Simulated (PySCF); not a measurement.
System: CH$_{6}$FSi$_{2}$, net charge 0, doublet state. It need not be the lowest isomer of its formula. SMILES: F[SiH]C[SiH3]
Structure (B3LYP-D3(BJ)/def2-TZVP (Ansatz) minimum search):
```
C
H 1 1.0950
H 1 1.0966 2 107.12
Si 1 1.8710 2 107.47 3 -115.51
F 4 1.6157 1 108.19 2 176.79
H 4 1.4922 5 106.35 1 120.42
Si 1 1.8820 2 108.71 3 117.77
H 7 1.4798 1 110.36 2 -177.28
H 7 1.4819 8 108.97 1 120.56
H 7 1.4823 8 108.87 9 118.44
```
Charge 0, spin multiplicity 2.

Dispersion corrections to the total energy (kcal/mol) from the dftd3 and dftd4 libraries through PySCF: D3(BJ) without and D4 with the three-body term, each with the damping fitted for the functional named.

```
functional  D3(BJ)      D4
----------  ------  ------
r2SCAN       -1.41   -1.19
TPSS           ___   -6.73
PW6B95       -2.95   -4.22
BLYP           ___  -10.94
BHLYP        -7.66   -6.45
CAM-B3LYP      ___   -4.31
B2GP-PLYP    -4.22   -2.12
```

Question: What belongs in the gaps?

Answer: 
- TPSS, D3(BJ): -6.53
- BLYP, D3(BJ): -11.24
- CAM-B3LYP, D3(BJ): -4.33
